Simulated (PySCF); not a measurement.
C3H10FNSi, SMILES CC(C)(F)[SiH2]N. Atoms are numbered in the order given.

```xyz
16

C     -1.5534    -0.6794    -1.2366
C     -0.5779    -0.4573    -0.0926
C     -1.2702    -0.3395     1.2560
F      0.2619    -1.6094    -0.0248
Si     0.6672     0.9704    -0.4146
N      1.8668     1.1374     0.8232
H     -2.2251     0.1866    -1.3490
H     -1.0198    -0.8290    -2.1879
H     -2.1713    -1.5732    -1.0467
H     -1.9496     0.5276     1.2713
H     -1.8599    -1.2475     1.4657
H     -0.5301    -0.2138     2.0613
H     -0.0784     2.2622    -0.4900
H      1.3312     0.6624    -1.7125
H      2.4894     0.3599     1.0231
H      1.6573     1.6586     1.6684
```
Charge 0, spin multiplicity 1.

Coordinates come from a B3LYP-D3(BJ)/def2-SVP optimisation. The structure was generated by enumeration, and PubChem lists no compound with its InChIKey, so it may never have been made. Other conformers were not sampled.

These are PBE0/pcSseg-1 run with PySCF values and carry that method's errors.

GIAO shieldings, no solvent; atoms listed in one row are averaged. δ = σ(ref) − σ: ¹³C against TMS (σ = 186.3 ppm); ¹⁹F against CFCl3 (σ = 167.2 ppm); ²⁹Si against TMS (σ = 352.7 ppm); ¹⁵N against NH3 (σ = 267.4 ppm); ¹H against TMS (σ = 31.56 ppm), references at their B3LYP-D3(BJ)/def2-TZVP geometries, non-relativistic.

| nucleus | atoms | count | δ (ppm) |
|---|---|---|---|
| ¹³C | C2 | 1 | 95.0 |
| ¹³C | C1, C3 | 2 | 26.5 |
| ¹⁹F | F4 | 1 | -205.6 |
| ²⁹Si | Si5 | 1 | -27.3 |
| ¹⁵N | N6 | 1 | 6.6 |
| ¹H | H14 | 1 | 4.83 |
| ¹H | H13 | 1 | 4.59 |
| ¹H | H7, H8, H9, H10, H11, H12 | 6 | 1.59 |
| ¹H | H15, H16 | 2 | 0.76 |
